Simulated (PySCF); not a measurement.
**Two-photon absorption: `C[Se]c1ccc(S(C)(=O)=O)s1`, C$_{6}$H$_{8}$O$_{2}$S$_{2}$Se**

Geometry (Å), atoms numbered from 1 in this order:
```xyz
19

C     3.479    0.502   -1.502
Se    3.484    0.239    0.417
C     1.632    0.004    0.673
C     1.021   -0.289    1.877
C    -0.384   -0.408    1.757
C    -0.816   -0.202    0.471
S    -2.479   -0.279   -0.092
C    -3.024    1.420   -0.104
O    -3.245   -0.975    0.937
O    -2.455   -0.732   -1.478
S     0.487    0.121   -0.614
H     4.528    0.642   -1.792
H     3.074   -0.383   -2.012
H     2.905    1.399   -1.770
H     1.569   -0.425    2.810
H    -1.072   -0.651    2.568
H    -2.399    1.991   -0.801
H    -4.065    1.388   -0.455
H    -2.970    1.822    0.915
```

Method used: PySCF 2.14.0, TDDFT CAM-B3LYP/def2-SVPD excited states, vertical, gas phase. Geometry: PBE0-D3(BJ)/def2-SVP.

The calculation is non-relativistic, which matters for the atoms heavier than Zn.

(1) How strongly do the lowest singlets absorb one photon, and two photons of half the energy?

## Answers

(1) δ for parallel linear polarisation; σ at the peak of a Lorentzian of half width 0.1 eV, single beam; Ω is circular over linear.
| state | E (eV) | f | photon λ (nm) | δ (au) | σ (GM) | Ω | main |
| --- | --- | --- | --- | --- | --- | --- | --- |
| S1 | 4.41 | 0.196 | 562 | 457 | 3.26 | 0.78 | HOMO→LUMO 0.64, HOMO→LUMO+1 0.27 |
| S2 | 4.48 | 0.127 | 553 | 295 | 2.17 | 0.78 | HOMO→LUMO+1 0.55, HOMO→LUMO 0.33 |
| S3 | 5.49 | 0.011 | 452 | 97 | 1.07 | 1.49 | HOMO→LUMO+2 0.76 |
| S4 | 5.58 | 0.037 | 445 | 131 | 1.50 | 0.83 | HOMO−1→LUMO 0.75, HOMO→LUMO+5 0.15 |
| S5 | 5.84 | 0.012 | 424 | 66.2 | 0.83 | 1.49 | HOMO→LUMO+3 0.62, HOMO→LUMO+6 0.14 |
| S6 | 5.96 | 0.000 | 416 | 4 | 0.05 | 1.15 | HOMO→LUMO+4 0.72 |

Among these, the strongest one-photon state is S1, the strongest two-photon state S1, with a dipole change of 1.7 D (relaxed, norm of the difference vector).
